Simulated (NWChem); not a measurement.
AlGeH5O; SMILES [OH][AlH][GeH3]

```xyz
8

Al    -0.4197     1.2112    -0.0035
Ge     0.1489    -1.1872    -0.0090
H     -0.6615    -1.9619    -1.0719
H      1.6420    -1.4500    -0.2862
H     -0.1856    -1.8459     1.3485
H     -1.9009     1.7965     0.0043
O      0.8956     2.2995     0.0013
H      0.8287     3.2564     0.0100
```
Atoms are numbered in this order, from 1.

STO-3G and 3-21G are far too small for this property and stand as cheap habits. Structure relaxed at the PBE0/def2-SVP level.

**Question.** Give the principal values of the shielding tensors (ppm) of Al1, Ge2, O7 from Hartree-Fock/STO-3G, GIAO (NWChem), with their diamagnetic and paramagnetic parts as GIAO splits them.

**Answer.** 
```tsv
atom	σ11	σ22	σ33	isotropic	diamagnetic	paramagnetic
Al1	314.1	408.1	472.0	398.1	781.4	-383.3
Ge2	2430.7	2471.3	2474.0	2458.7	2735.9	-277.2
O7	313.7	361.4	454.8	376.6	382.1	-5.5
```
